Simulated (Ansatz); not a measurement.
System: trichloro(hydroxy)silane, sum formula HSiOCl3 (charge 0, singlet). 
Geometry from a B3LYP-D3(BJ)/def2-TZVP (Ansatz, a quantum-chemistry and plane-wave program) optimisation:
```xyz
6

Si     0.2280    -0.0390     0.1385
Cl     0.3609     1.6070    -1.0631
Cl    -0.2065    -1.6452    -1.0459
Cl    -1.2385     0.2241     1.5130
O      1.6023    -0.2744     0.9646
H      2.4188    -0.4195     0.4774
```
Charge 0, spin multiplicity 1.

CCSD(T) with Ansatz in growing basis sets, 32 correlated electrons. Cores are frozen in the correlated levels unless marked. UHF or UKS for open shells. Spin-orbit coupling is left out. No relativistic terms. Costs are ratios of core time to the smallest set, on shared machines of one kind, and rough; they hold the program's checks for lower states.

| basis | functions | cost over smallest | E(corr) (Eh) | electronic atomisation energy (kcal/mol) |
|---|---|---|---|---|
| aug-cc-pV(D+d)Z | 160 | 1× | -0.8087 | 466.8 |
| aug-cc-pV(T+d)Z | 289 | 7× | ? | ? |

Q: What does the step to aug-cc-pV(T+d)Z buy, and how does its cost grow by formal scaling?

A: Formally CCSD grows as o²v⁴ and (T) as o³v⁴; with o = 16 and v going from 123 to 252 both grow 18-fold in the last step, while integrals and the mean field grow more slowly. That step adds 217.9 mEh of correlation energy and 32.6 kcal/mol to the atomisation energy. Row: E(corr) (Eh) -1.0266, electronic atomisation energy (kcal/mol) 499.5.
